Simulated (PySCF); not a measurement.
# Worked example: oscillator strength and radiative lifetime

CH9NSi2, SMILES CN([SiH3])[SiH3].

Geometry optimised at ωB97X-D3(BJ)/def2-SVP.

TDA-PBE/def2-SVPD run with PySCF 2.14.0 puts the first singlet state with f over 0.02 at 5.77 eV (vertical), with the transition dipole (0.487, -0.006, 0.000) in atomic units.

Problem. Find the oscillator strength, the wavelength and the radiative lifetime that this transition would have in vacuum if emission retraced absorption.

Solution. 
|μ|² = 0.2372 au, so |μ| = 1.24 D. ΔE = 5.77/27.211 = 0.2120 hartree. f = (2/3) ΔE |μ|² = 0.034 (the program prints 0.034).
λ = 1239.84/5.77 = 215 nm; ν = 46538 cm⁻¹.
Einstein's coefficient A = 0.6670 ν² f s⁻¹ (ν in cm⁻¹) = 4.8e7 s⁻¹, so τ = 1/A = 21 ns. This state is S2; the lower singlet has f = 0.000. The figure is the radiative limit of this one transition; relaxation, internal conversion, crossing to triplets and a medium change what is measured.
